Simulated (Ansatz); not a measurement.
def2 core potentials replace the inner electrons of Sn.

Species: C$_{7}$H$_{18}$O$_{3}$Sn, SMILES `CCC[CH2][Sn]([O]C)([O]C)[O]C` with one electron removed (charge 1, multiplicity 2).

Question: Give a relaxed geometry from PBE0-D3(BJ)/def2-SVP (Ansatz, a quantum-chemistry and plane-wave program).

Answer: Several could match; the one computed here: the end point of this relaxation, one of several conformers (outside a Z-matrix the atoms follow the SMILES, hydrogens last).
Z-matrix (Å, degrees):
```
Sn
O 1 1.9460
C 2 1.4179 1 127.72
H 3 1.0998 2 106.97 1 -179.75
H 3 1.1025 4 107.97 2 121.13
H 3 1.1025 4 107.97 5 117.71
O 1 2.0440 2 100.32 3 139.74
C 7 1.3762 1 124.66 2 17.93
H 8 1.1019 7 114.00 1 -37.99
H 8 1.1056 9 111.90 7 123.52
H 8 1.1214 9 108.09 10 114.05
O 1 2.0444 2 100.32 3 -139.21
C 12 1.3761 1 124.62 2 -17.96
H 13 1.1019 12 114.00 1 37.91
H 13 1.1056 14 111.90 12 -123.53
H 13 1.1214 14 108.10 15 -114.03
C 1 2.1345 2 138.06 3 0.23
H 17 1.1013 1 105.64 2 -55.62
H 17 1.1014 18 108.23 1 -112.63
C 17 1.5235 18 113.39 19 -126.68
H 20 1.1029 17 110.33 18 -59.35
H 20 1.1029 21 106.41 17 119.70
C 20 1.5286 21 109.46 22 118.17
H 23 1.1036 20 109.12 21 179.79
H 23 1.1036 24 106.14 20 117.48
C 23 1.5203 24 109.97 25 118.91
H 26 1.0993 23 110.83 24 -58.21
H 26 1.1010 27 107.60 23 -122.05
H 26 1.1010 27 107.60 28 -115.90
```
